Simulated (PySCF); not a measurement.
A compound of formula C20H21ClF4O has these computed shifts in ppm, with the number of atoms in brackets (GIAO KT3/pcSseg-1, gas phase, PySCF SCF with an in-house response code, fitting set def2-universal-JFIT, grid level 2, non-relativistic, on the GFN2-xTB geometry; 13C, 1H against isolated TMS; 19F against isolated CFCl3; 17O against isolated H2O).

13C: 160.8 (2), 148.3 (1), 143.5 (1), 142.3 (1), 140.3 (1), 117.1 (1), 115.7 (1), 106.6 (2), 105.2 (1), 99.5 (1), 59.1 (1), 39.4 (1), 37.1 (1), 36.7 (1), 34.6 (1), 31.0 (1), 30.9 (1), 18.2 (1)
1H: 6.96 (1), 6.77 (2), 6.50 (1), 5.04 (2), 2.79 (2), 1.81 (2), 1.43 (2), 1.33 (2), 1.17 (2), 1.17 (2), 1.06 (3)
17O: 128.4 (1)
19F: -133.9 (2), -156.9 (1), -178.9 (1)

Problem. Which structure gave them?

Solution. CCCCCCCc1cc(F)c(COc2ccc(Cl)c(F)c2F)c(F)c1. Other isomers were not compared.
